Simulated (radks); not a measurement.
The numbers below are computed, except where a source is named.
Task: Zr2+, 38 electrons, occupied as [Kr] 4d2 (the NIST ground configuration). Code: a radial shooting solver on a logarithmic mesh with Libxc functionals. Model: Dirac Kohn-Sham, PBE, spin-unpolarised, spherical densities, finite nucleus; open shells are shared between the two j in proportion to 2j + 1; Fermi nuclear charge, rms radius 4.2694 fm.

Spin-orbit splittings of the eigenvalues, e(l+1/2) - e(l-1/2), with zeta = 2 splitting/(2l+1) and mean radii in bohr:

shell  occ.  splitting (eV)  zeta (eV)  <r> j=l-1/2  <r> j=l+1/2
2p        6           85.86      57.24       0.1387       0.1430
3p        6           13.67      9.113       0.4549       0.4654
3d       10           2.497     0.9988       0.4504       0.4540
4p        6               ?          ?        1.343        1.373
4d        2          0.1554    0.06214        2.000        2.015
5p        0          0.2221     0.1481        3.776        3.839

Estimate the 4p splitting.

Result: 1.780 eV (zeta = 1.186 eV).
